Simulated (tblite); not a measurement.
Compound: C3H7O2S2Si (doublet state).
SMILES with atom numbers: `[O:1][CH2:2][O:3][SiH:4]1[S:5][CH2:6][CH2:7][S:8]1` (hydrogens: H9, H10 on C2; H11 on Si4; H12, H13 on C6; H14, H15 on C7)

Structure used (GFN2-xTB), in Å, numbered top down from 1:
```
atom  x, y, z in Å
O1     1.798    1.591    0.263
C2     2.549    0.522    0.088
O3     2.024   -0.373   -0.913
Si4    0.544   -0.026   -1.422
S5    -0.249    1.166    0.232
C6    -1.568   -0.062    0.722
C7    -2.118   -0.782   -0.484
S8    -0.799   -1.672   -1.406
H9     2.684   -0.098    0.993
H10    3.547    0.821   -0.277
H11    0.482    0.801   -2.614
H12   -2.340    0.521    1.219
H13   -1.127   -0.760    1.432
H14   -2.599   -0.089   -1.173
H15   -2.832   -1.551   -0.188
```

Computed values, GFN2-xTB/tblite, gas phase, harmonic and unscaled. Against measured fundamentals such values can be off by several per cent, at times by over 20. Modes of hydrogen on silicon can be 10 to 20 % off. One conformer, not necessarily the lowest. Open shells enter through the occupations alone, without spin polarisation, and single modes of such species can be off by tens of per cent.

Harmonic wavenumbers (cm⁻¹): 62.8, 103.9, 151.5, 193.3, 216.9, 228.6, 260.4, 311.3, 400.2, 461.5, 535.0, 578.2, 602.0, 627.5, 663.3, 679.3, 814.0, 814.7, 906.0, 954.2, 1026.2, 1033.2, 1060.5, 1115.8, 1165.4, 1187.0, 1206.0, 1240.8, 1311.7, 1421.9, 1439.0, 1451.0, 2352.7, 2786.0, 2835.6, 2989.2, 2996.9, 3001.9, 3008.9.

A = 2113, B = 1126, C = 818.0 MHz; mass 166.966 u (most abundant isotopes); point group C1, symmetry number 1; spin multiplicity 2.

Q: Zero-point energy?

A: ½Σν̃ = 22097 cm⁻¹ = 63.18 kcal/mol.

Q: Entropy at 298.15 K, 1 bar (ideal gas, RRHO, classical rotation)?

A: Translation 41.27, rotation 29.49, vibration 24.99, spin (R ln 2) 1.38: S = 97.1 cal/(mol K).

Q: And Cp and H(298.15 K) − H(0)?

A: Cp = 36.16 cal/(mol K), of which vibrations give 28.21 (their classical limit is 39 R = 77.5); H(298.15 K) − H(0) = 6.53 kcal/mol without the zero-point energy, 4.16 from vibrations.

Q: How do the functions run with temperature in this model?

A: 
| T (K) | S (cal/(mol K)) | Cp (cal/(mol K)) | H − H(0) (kcal/mol) | G − H(0) (kcal/mol) | ln q(vib) |
| --- | --- | --- | --- | --- | --- |
| 50 | 59.7 | 11.6 | 0.46 | -2.52 | 0.25 |
| 100 | 69.5 | 17.3 | 1.18 | -5.77 | 1.08 |
| 373.15 | 105.9 | 42.3 | 9.48 | -30.05 | 7.32 |
| 500 | 119.5 | 50.7 | 15.40 | -44.36 | 10.28 |
| 750 | 142.3 | 61.6 | 29.55 | -77.19 | 15.80 |
| 1000 | 161.0 | 68.3 | 45.84 | -115.19 | 20.82 |

q(vib) and H(0) count from the zero-point level.

Q: Blend soft modes into free rotors: weight 1/[1 + (100 cm⁻¹/ν̃)⁴] for the oscillator and the rest for a rotor with moment μB/(μ + B), μ = h/(8π²ν), B = 10⁻⁴⁴ kg m². What vibrational entropy results?

A: 23.81 cal/(mol K) in place of 24.99, which changes −T·S at 298.15 K by +0.35 kcal/mol.

Q: Which modes carry the vibrational entropy at 298.15 K?

A: 62.8 cm⁻¹: 4.37; 103.9 cm⁻¹: 3.38; 151.5 cm⁻¹: 2.65; 193.3 cm⁻¹: 2.20; 216.9 cm⁻¹: 1.98; 228.6 cm⁻¹: 1.89 cal/(mol K); the other 33 give 8.52 together.

Hindered rotation and anharmonicity are outside this model. Other conformers, if any are populated, would add a mixing term that is left out. The structure is chiral; the term R ln 2 for an equal mix with its mirror image is left out.
